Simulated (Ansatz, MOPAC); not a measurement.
Species: borotrithioic acid, BH₃S₃ (charge 0, singlet). SMILES: B(S)(S)S

Atoms: S1, B2, S3, S4, H5, H6, H7. Bonds: S1-B2, S1-H5, B2-S3, B2-S4, S3-H6, S4-H7.

Bond lengths (Å) and angles (degrees) optimised at PM3 with MOPAC; HF/3-21G with Ansatz (an electronic-structure program); HF/6-31G* with Ansatz, each started from the B3LYP-D3(BJ)/def2-TZVP structure (Ansatz) of the last column. A row stands for all coordinates that are equal there; 11 of 12 kinds are shown. 6-31G* holds six Cartesian d functions.

```csv
coordinate,PM3,HF/3-21G,HF/6-31G*,B3LYP-D3(BJ)/def2-TZVP
S1-B2,1.740,1.834,1.821,1.813
S1-H5,1.319,1.350,1.327,1.344
B2-S3,1.743,1.836,1.820,1.808
B2-S4,1.737,1.835,1.820,1.810
S3-H6,1.308,1.350,1.326,1.343
S4-H7,1.310,1.350,1.326,1.342
S1-B2-S3,116.9,119.1,119.1,118.8
S1-B2-S4,112.6,114.9,115.4,115.1
S3-B2-S4,130.4,126.0,125.5,126.1
B2-S1-H5,101.9,100.6,98.8,97.3
B2-S3-H6,104.3,102.1,100.0,98.8
```

Mean signed difference of all 6 bond lengths from B3LYP-D3(BJ)/def2-TZVP: PM3 -0.051 Å, HF/3-21G 0.016 Å, HF/6-31G* -0.003 Å.
